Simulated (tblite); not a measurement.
Task: Write Cartesian coordinates for `O=S(=O)(Cl)c1ccc(F)s1` as optimised with GFN2-xTB.

Result: 
```xyz
12
C4H2ClFO2S2 angstrom
O     -2.2666   -0.0808    2.0077
S     -2.0241   -0.3697    0.6353
O     -2.4306   -1.6145    0.0775
Cl    -2.9315    1.0911   -0.4500
C     -0.3409   -0.0608    0.2563
C      0.3923   -0.5869   -0.7605
C      1.7072   -0.0793   -0.7801
C      1.8995    0.8201    0.2245
F      3.0233    1.4745    0.4779
S      0.5068    1.0732    1.2232
H      0.0006   -1.3111   -1.4498
H      2.4654   -0.3565   -1.4881
```

Any rigid rotation of these coordinates is as good. Atoms count from 1 in this order. S2 (sulfonyl sulfur) is distorted tetrahedral (angles from 100.8° to 120.4°). The C–S distances run from 1.714 Å (C5–S10, aromatic) to 1.753 Å (S2–C5, drawn single), a spread of 0.039 Å. The C–C distances run from 1.360 Å (C5–C6, aromatic) to 1.410 Å (C6–C7, aromatic), a spread of 0.050 Å. The 5-membered ring C5–C6–C7–C8–S10 has internal angles of 88.6° to 114.3° (sum 540°, against 540° for a flat polygon); it is planar, 0.00 Å rms from its mean plane, widest ring torsion 1°.

Bonds between heavy atoms (Å): O1=S2 1.423, S2=O3 1.423, S2–Cl4 2.033, S2–C5 1.753, C5–C6 1.360, C6–C7 1.410, C7–C8 1.362, C8–F9 1.325, C8–S10 1.732, C5–S10 1.714.

Computed geometry: GFN2-xTB, gas phase.

Point group: C1 (no symmetry element, even within 0.4 Å). Its GFN2-xTB frequencies are all real (lowest 29 cm⁻¹). The numbers are those of one conformer (O1–S2–C5–C6 157°).
